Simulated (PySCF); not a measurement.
Predicted spectroscopic data

PySCF calculation with shielding tensors at PBE0/pcSseg-1 (GIAO) and coordinates at the GFN2-xTB level; isolated molecule, relativity neglected, fast rotation and ring inversion assumed for equivalent nuclei, single conformer.

Chemical shifts δ = σref − σ; TMS for 1H (σref 31.72), 13C (σref 186.93), all at this level. Splittings of carbon signals by F and P are missing where no couplings were computed. Where no couplings were computed, multiplicities follow the n + 1 count of equivalent neighbours, and m marks all less simple cases (inequivalent or close neighbours, rings, F or P nearby). Shifts are as computed. Against solution values, carbons near 30 ppm lie about +3 ppm off and those near 130 ppm about +5 ppm. Of 1211 compounds with measured shifts, 218 miss one by over three times the rms of a fit or turn the order of signals round; such compounds aren't used in these exercises.

Compound 1 (C₄H₉FOSi₂). 1H NMR (500 MHz, computed): δ 12.13 (t, 1H), 6.56 (m, 1H), 4.52 (m, 2H), 4.47 (s, 3H), 2.05 (t, 2H). 13C{1H} NMR (computed): δ 249.3 (CH), 159.6 (CH), 113.1 (C), 11.9 (CH2). Structure: SMILES O=C[SiH2]C/C([SiH3])=C\F.

Compound 2 (C₂H₁₂NPSi₄). 1H NMR (500 MHz, computed): δ 4.73 (s, 6H), 3.57 (m, 3H), 2.42 (s, 1H), 1.50 (m, 2H). 13C{1H} NMR (computed): δ 107.7, 91.5. Structure: `InChI=1S/C2H12NPSi4/c1-2-8(4,7)3(5)6/h1H,4H2,5-7H3/t8-/m1/s1`.

Compound 3 (C₈H₇F). 1H NMR (500 MHz, computed): δ 6.78 (m, 1H), 5.96 (br s, 1H), 5.74 (br s, 1H), 3.49 (m, 1H), 2.98 (m, 1H), 2.74 (m, 1H), 1.70 (d, 1H). 13C{1H} NMR (computed): δ 154.6 (CH), 150.4 (C), 126.0 (C), 120.7 (CH2), 90.1 (C), 77.2 (CH), 32.1 (CH2), 30.5 (CH). Structure: SMILES C#C[C@H]1C/C(=C/F)C1=C.
